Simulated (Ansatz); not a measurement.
```yaml
crystal:
  periodic: [false, false, false]
  atoms:
    - {symbol: C, position_ang: [-0.033898, 1.344550, -0.063827]}
    - {symbol: C, position_ang: [-0.565461, -0.080556, -0.103383]}
    - {symbol: C, position_ang: [0.538892, -1.077827, 0.149534]}
    - {symbol: Br, position_ang: [-0.114719, -2.911915, 0.102611]}
    - {symbol: H, position_ang: [-0.835802, 2.062373, -0.247125]}
    - {symbol: H, position_ang: [0.405811, 1.579145, 0.909187]}
    - {symbol: H, position_ang: [0.735078, 1.504344, -0.824274]}
    - {symbol: H, position_ang: [-1.349952, -0.212958, 0.646543]}
    - {symbol: H, position_ang: [-1.022721, -0.287158, -1.074757]}
    - {symbol: H, position_ang: [1.320105, -1.025414, -0.607655]}
    - {symbol: H, position_ang: [0.988066, -0.951584, 1.133748]}
basis:
  gaussian: {orbitals: 6-31G}
hamiltonian: {xc: {name: r2SCAN0}}
accuracy: high
output: {forces: true}
```

```sh
$ ansatz run in.yaml --threads 4 --pin off --events-out ev --progress --plain --max-ram 10444MiB
```

Output, abridged:

```
Functional definition: r2SCAN0
  name "r2SCAN0"
  cite "Bursch, Neugebauer, Ehlert & Grimme, J. Chem. Phys. 156, 134105 (2022) doi:10.1063/5.0086040"
  cite "Furness, Kaplan, Ning, Perdew & Sun, J. Phys. Chem. Lett. 11, 8208 (2020) doi:10.1021/acs.jpclett.0c02405"
  cite "Furness, Kaplan, Ning, Perdew & Sun, J. Phys. Chem. Lett. 11, 9248 (2020) doi:10.1021/acs.jpclett.0c03077"
  parent r2scan
  parameter a = 0.25
  parameter k0 = 0.174
  parameter k1 = 0.065
  parameter a1 = 4.9479
  exchange = (1 - a)*r2scan_x(k0 = k0, k1 = k1, a1 = a1) + a*exact_x
  correlation = r2scan_c
1618 factors; integrals over basis functions are off by at most 4.8e-9 eV
mean field evaluation 1: about -73254.4659 eV, gradient 3.7e1 eV
mean field evaluation 2: about -73254.0721 eV, gradient 3.8e1 eV
mean field evaluation 4: about -73257.8433 eV, gradient 1.3e0 eV
mean field evaluation 8: about -73258.0842 eV, gradient 1.4e-1 eV
mean field evaluation 16: about -73258.0842 eV, gradient 2.2e-6 eV
mean field -73258.08424751 eV, -2692.1849399830 hartree, gradient 8.9e-8 eV, S^2 0.000000; 0 other end points of the search recorded, 0 dependent functions left out
the calculation of the forces begins
reference -73258.08424796 eV, -2692.1849399995 hartree; 30, 30 occupied and 40, 40 virtual orbitals, 1618 factors
Total energy: -73258.08424796 eV, -2692.1849399995 hartree
Atom 0 at    -0.033898     1.344550    -0.063827 Å, force     0.094554     0.215878     0.008702 eV/Å
Atom 1 at    -0.565461    -0.080556    -0.103383 Å, force    -0.214539    -0.084580    -0.037065 eV/Å
Atom 2 at     0.538892    -1.077827     0.149534 Å, force     0.500549     0.592983     0.069935 eV/Å
Atom 3 at    -0.114719    -2.911915     0.102611 Å, force    -0.306555    -0.817437    -0.023464 eV/Å
Atom 4 at    -0.835802     2.062373    -0.247125 Å, force     0.029144    -0.032842     0.007016 eV/Å
Atom 5 at     0.405811     1.579145     0.909187 Å, force    -0.019928    -0.017809    -0.031615 eV/Å
Atom 6 at     0.735078     1.504344    -0.824274 Å, force    -0.030365    -0.015264     0.023618 eV/Å
Atom 7 at    -1.349952    -0.212958     0.646543 Å, force     0.013898     0.020180    -0.020660 eV/Å
Atom 8 at    -1.022721    -0.287158    -1.074757 Å, force     0.005804     0.022158     0.022401 eV/Å
Atom 9 at     1.320105    -1.025414    -0.607655 Å, force    -0.046080     0.060473     0.041932 eV/Å
Atom 10 at     0.988066    -0.951584     1.133748 Å, force    -0.026483     0.056260    -0.060800 eV/Å
Dipole moment:     0.120444     0.515982     0.001061 e Å
```

It took 6.5 s on 4 threads of an Arm Neoverse V1 on a shared host, with 0.48 GiB of host memory at the peak.
